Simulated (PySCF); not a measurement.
sulfuric acid (H2O4S), SMILES OS(=O)(=O)O. Atoms are numbered in the order given.

```xyz
7

O     -0.6866    -1.0555     0.8622
S      0.0000     0.0000    -0.1690
O      1.1043    -0.6556    -0.8358
O     -1.1043     0.6556    -0.8358
O      0.6866     1.0555     0.8622
H      0.0031    -1.6878     1.1411
H     -0.0031     1.6878     1.1411
```
Charge 0, spin multiplicity 1.

Geometry: TPSSh-D3(BJ)/def2-SVP. The values are those of a single conformer.

Calculation: B3LYP/pcSseg-1 run with PySCF.

GIAO shieldings, no solvent; atoms alike by connectivity are averaged. δ = σ(ref) − σ: ¹⁷O against H2O (σ = 333.8 ppm); ³³S against H2S (σ = 695.8 ppm); ¹H against TMS (σ = 31.68 ppm), references at their B3LYP-D3(BJ)/def2-TZVP geometries, non-relativistic.

Estimate the chemical shifts. (The exact figures need the calculation; the answer reports its results.)


| nucleus | atoms | count | δ (ppm) |
|---|---|---|---|
| ¹⁷O | O3, O4 | 2 | 253.1 |
| ¹⁷O | O1, O5 | 2 | 233.4 |
| ³³S | S2 | 1 | 550.8 |
| ¹H | H6, H7 | 2 | 5.55 |
